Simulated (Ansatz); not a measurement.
Ideal-gas functions of `[AlH2][N]1[SiH2]C1=[Se]` at 500 K and 1 bar, from an Ansatz frequency run at PBE0-D4/def2-TZVP.

Molar mass 164.08 g/mol, point group Cs (symmetry number 1), electronic degeneracy 1, moments of inertia 191.544, 416.231, 601.595 u Å². Harmonic wavenumbers (cm⁻¹, unscaled): 56, 87, 141, 250, 305, 410, 465, 574, 581, 601, 627, 648, 757, 819, 955, 1053, 1367, 1955, 1989, 2253, 2277.

Use S(trans) = R[1.5 ln M + 2.5 ln T − 1.1517]; rotational temperatures θ = 24.2544 K / I; S(rot) = R[ln(√π/σ · √(T³/θAθBθC)) + 1.5]; for each mode x = 1.438777 ν̃/T, S = R[x/(eˣ − 1) − ln(1 − e⁻ˣ)] and H = RT x/(eˣ − 1); 1 cm⁻¹ = 0.0119627 kJ/mol; R = 8.31446 J/(mol·K).

Problem. By hand: the entropy, in J/(mol·K).

Solution. Translation 183.2. Rotation: θ = 0.1266, 0.0583, 0.0403 K, giving 128.5. Vibration, mode by mode: 23.50, 19.85, 15.87, 11.23, 9.66, 7.41, 6.49, 5.03, 4.95, 4.72, 4.45, 4.24, 3.31, 2.88, 2.11, 1.69, 0.82, 0.20, 0.18, 0.10, 0.09, in all 128.8. Electronic 0.0. Sum 440.5 J/(mol·K).

Problem. By hand: H − E and G − E in kJ/mol, counted from the electronic energy.

Solution. Zero-point energy ½ × 18170 × 0.0119627 = 108.7; thermal vibration 32.3; translation, rotation and pV give 4 RT = 16.6. H − E = 157.6 kJ/mol, and G − E = 157.6 − 500 × 440.5/1000 = -62.7 kJ/mol.

Vibration gives 29 % of the entropy, 59.2 J/(mol·K) of it from the modes under 150 cm⁻¹: soft modes count most, and the harmonic formula is weakest for them.
